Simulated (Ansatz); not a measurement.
Relaxation of GeH6O4 (11 atoms, charge 0, multiplicity 1), to a largest force component of 0.03 eV/Å in at most 50 steps.

Method: Ansatz 0.2.0, RHF/def2-SVP.

```xyz
11
Properties=species:S:1:pos:R:3
Ge -0.177 -0.261 0.111
O -0.132 -0.344 1.863
H -0.606 0.338 2.313
O 1.365 -0.087 -0.659
H 1.746 -0.888 -0.986
O -1.199 1.089 -0.274
H -1.239 1.360 -1.180
O -0.790 -1.779 -0.485
H -1.404 -2.240 0.067
H 1.064 1.978 1.143
H 1.092 1.503 1.669
```

Task: Where does it end, and by what steps?

Result: The forces met the threshold. The force dipped under the threshold on the way, but the program's further checks kept it going. After 21 steps the energy has fallen by 0.277 eV; H10 moved furthest, 1.08 Å.

```json
{"step": "0", "energy less start (eV)": "0.0000", "largest force component (eV/Å)": "1.244", "accepted": "yes"}
{"step": "1", "energy less start (eV)": "-0.1534", "largest force component (eV/Å)": "0.243", "accepted": "yes"}
{"step": "2", "energy less start (eV)": "-0.2086", "largest force component (eV/Å)": "0.344", "accepted": "yes"}
{"step": "3", "energy less start (eV)": "-0.2394", "largest force component (eV/Å)": "0.214", "accepted": "yes"}
{"step": "4", "energy less start (eV)": "-0.2571", "largest force component (eV/Å)": "0.319", "accepted": "yes"}
{"step": "5", "energy less start (eV)": "-0.2652", "largest force component (eV/Å)": "0.150", "accepted": "yes"}
{"step": "6", "energy less start (eV)": "-0.2598", "largest force component (eV/Å)": "0.615", "accepted": "no"}
{"step": "7", "energy less start (eV)": "-0.2686", "largest force component (eV/Å)": "0.071", "accepted": "yes"}
{"step": "8", "energy less start (eV)": "-0.2631", "largest force component (eV/Å)": "0.599", "accepted": "no"}
{"step": "9", "energy less start (eV)": "-0.2706", "largest force component (eV/Å)": "0.034", "accepted": "yes"}
{"step": "10", "energy less start (eV)": "-0.2714", "largest force component (eV/Å)": "0.167", "accepted": "yes"}
{"step": "11", "energy less start (eV)": "-0.2735", "largest force component (eV/Å)": "0.012", "accepted": "yes"}
{"step": "12", "energy less start (eV)": "-0.2567", "largest force component (eV/Å)": "0.755", "accepted": "no"}
{"step": "13", "energy less start (eV)": "-0.2738", "largest force component (eV/Å)": "0.039", "accepted": "yes"}
{"step": "14", "energy less start (eV)": "-0.2730", "largest force component (eV/Å)": "0.246", "accepted": "no"}
{"step": "15", "energy less start (eV)": "-0.2740", "largest force component (eV/Å)": "0.024", "accepted": "yes"}
{"step": "16", "energy less start (eV)": "-0.2743", "largest force component (eV/Å)": "0.060", "accepted": "yes"}
{"step": "17", "energy less start (eV)": "-0.2743", "largest force component (eV/Å)": "0.137", "accepted": "yes"}
{"step": "18", "energy less start (eV)": "-0.2755", "largest force component (eV/Å)": "0.013", "accepted": "yes"}
{"step": "19", "energy less start (eV)": "-0.2760", "largest force component (eV/Å)": "0.051", "accepted": "yes"}
{"step": "20", "energy less start (eV)": "-0.2613", "largest force component (eV/Å)": "0.781", "accepted": "no"}
{"step": "21", "energy less start (eV)": "-0.2772", "largest force component (eV/Å)": "0.015", "accepted": "yes"}
```

```xyz
11
Properties=species:S:1:pos:R:3
Ge -0.379 -0.463 0.012
O -0.409 -0.564 1.744
H -0.423 0.253 2.220
O 1.192 -0.166 -0.668
H 1.728 -0.923 -0.848
O -1.381 0.881 -0.440
H -1.192 1.292 -1.270
O -0.911 -2.004 -0.584
H -1.551 -2.465 -0.063
H 1.343 2.692 1.911
H 1.703 2.135 1.568
```

Whether the end is a true minimum wasn't checked by a vibrational analysis.

Run time: 41 s on 2 threads of Arm Neoverse V1 (shared host), peak memory 0.27 GiB.
